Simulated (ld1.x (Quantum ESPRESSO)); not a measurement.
**Which change was made? (Pb, TM)**

| Property | Result |
| --- | --- |
| Element | lead (Pb) |
| Generator | ld1.x (Quantum ESPRESSO) 7.5 |
| Type | norm-conserving Troullier–Martins (Kleinman–Bylander form) |
| Functional | PBE |
| Relativity | scalar-relativistic |
| Frozen core | [Xe] 4f14 |
| Valence charge | 14 |
| Reference configuration | 5d10 6s2 6p2 |
| Partial waves | 6s (bound): rc 1.50 bohr; 6p (bound): rc 2.75 bohr; 5d (bound): rc 1.60 bohr |
| Local potential | all-electron potential smoothed inside 1.70 bohr (lloc = -2) |
| Core correction | none |

Cutoffs, loose and tight: the cutoffs (Ry, on a coarse ladder) from which the occupation-weighted sum of valence levels, in a spherical-Bessel basis at the reference potential, stays within 10 and 1 mRy of its value at 400 Ry. They do not see the model core or the augmentation charge, which bear on the density cutoff. Test errors are all-electron minus pseudo excitation energies from the reference, over the configurations 5d10 6s2 6p1; 5d10 6s2 6p0; 5d10 6s1 6p0; 5d10 6s0 6p4; 5d10 6s1 6p3; 5d10 6s2 6p1.5; 5d10 6s2 6p2.3; variants that change the core or the reference have their own tests. The largest error is taken over the tests solved by every variant that gives reliable tests at all, those not shown here included: 5d10 6s1 6p0; 5d10 6s2 6p0; 5d10 6s2 6p1.5; 5d10 6s2 6p2.3.

The base gives: outcome: generated; cutoff, loose: 60 Ry; cutoff, tight: 160 Ry; bound ghosts: s; largest test error (meV): +71.

(1) After one change the result is: outcome: generated; cutoff, loose: 60 Ry; cutoff, tight: 160 Ry; bound ghosts: none; largest test error (meV): +196. Which change was it?
A. local potential all-electron potential smoothed inside 2.62 bohr (lloc = -2)
B. local potential all-electron potential smoothed inside 2.34 bohr (lloc = -2)
C. local potential all-electron potential smoothed inside 3.18 bohr (lloc = -2)

Answers

(1) C. The others give: local potential all-electron potential smoothed inside 2.62 bohr (lloc = -2) → outcome: generated; cutoff, loose: 70 Ry; cutoff, tight: 160 Ry; bound ghosts: s; largest test error (meV): -14 | local potential all-electron potential smoothed inside 2.34 bohr (lloc = -2) → outcome: generated; cutoff, loose: 70 Ry; cutoff, tight: 160 Ry; bound ghosts: none; largest test error (meV): +18.
